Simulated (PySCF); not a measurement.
## B⁺ (boron, charge +1): UHF calculation

Configuration: [He] 2s2, closed-shell 1S. Computed with PySCF 2.14 in x2c-TZVPall (5s3p2d1f, 31 functions), with the spin-free X2C one-electron Hamiltonian (Gaussian nucleus).

| Property | Result |
| --- | --- |
| Total energy | -24.243658 hartree |
| One-electron energy | -30.3632 hartree |
| Hartree (Coulomb) energy | 9.6130 hartree |
| Exchange energy | -3.4935 hartree |
| ⟨S²⟩ | 0.0000 |
| ⟨L²⟩ | 0.000 |
| Sum of ⟨r⟩ | 4.247 bohr |
| Sum of ⟨r²⟩ | 7.936 bohr² |
| Langevin diamagnetic susceptibility | -6.29 ×10⁻⁶ cm³/mol |
| Time after the integrals | 0.06 s of wall time on 1 thread of Neoverse-V1 (shared host) |

```csv
shell,electrons,mean orbital energy (eV),"rms radius, mean of both spins (bohr)"
1s,2,-222.81,0.378
2s,2,-23.781,1.96
```
